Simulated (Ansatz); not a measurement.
Mulliken charges of ClGeH4In, SMILES `[Cl][InH][GeH3]` from ωB97M-V/def2-TZVPP in Ansatz (PBE0-D4/def2-TZVP geometry).

| atom | x (Å) | y (Å) | z (Å) | charge (e) |
| --- | --- | --- | --- | --- |
| Cl1 | -2.660 | -1.468 | -0.155 | -0.387 |
| In2 | -0.329 | -1.368 | 0.146 | 0.530 |
| Ge3 | 0.541 | 1.062 | -0.074 | -0.155 |
| H4 | 0.335 | -2.920 | 0.450 | -0.075 |
| H5 | 0.194 | 1.601 | -1.470 | 0.032 |
| H6 | -0.146 | 1.945 | 0.979 | 0.032 |
| H7 | 2.063 | 1.148 | 0.125 | 0.023 |

By hand: the dipole of these point charges (1 e Å = 4.8032 D).

Σ q r = (0.795, 0.037, 0.102) e Å, of length 0.802 e Å = 3.85 D.

How does the dipole of the full density compare? (An estimate is asked.)

Computed: (0.604, 0.106, 0.067) e Å, 2.96 D; the point charges give 1.30 times that, at 7° from its direction.

Point charges leave out the atoms' own dipoles, such as those of lone pairs, and Mulliken's split depends on the basis, so the two needn't agree.
